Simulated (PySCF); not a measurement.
C₂H₅OS, SMILES S(=O)(C)[CH2], multiplicity 2.

Geometry optimised at PBE-D3(BJ)/def2-SVP. The isomer is the one that the SMILES or the coordinates give; other isomers of the formula were not compared.

These are SMD-ωB97X/def2-SVP (PySCF) values and carry that method's errors.

Solvation free energies are E(SMD) − E(gas) at the gas-phase geometry, for 1 M in both phases. In vacuum the dipole moment is 3.94 D.

```json
[
 {"solvent": "water", "ΔG(solv) (kcal/mol)": "-8.0", "its non-electrostatic (CDS) part": "3.8", "dipole (D)": "5.55"},
 {"solvent": "dimethylsulfoxide", "ΔG(solv) (kcal/mol)": "(withheld)", "its non-electrostatic (CDS) part": "(withheld)", "dipole (D)": "(withheld)"},
 {"solvent": "chlorobenzene", "ΔG(solv) (kcal/mol)": "-5.2", "its non-electrostatic (CDS) part": "0.2", "dipole (D)": "4.69"}
]
```

### Question
Some entries are withheld; supply them. (The exact figures need the calculation; the answer reports its results.)

### Answer

- dimethylsulfoxide, ΔG(solv) (kcal/mol): -5.9
- dimethylsulfoxide, its non-electrostatic (CDS) part: 1.1
- dimethylsulfoxide, dipole (D): 4.92
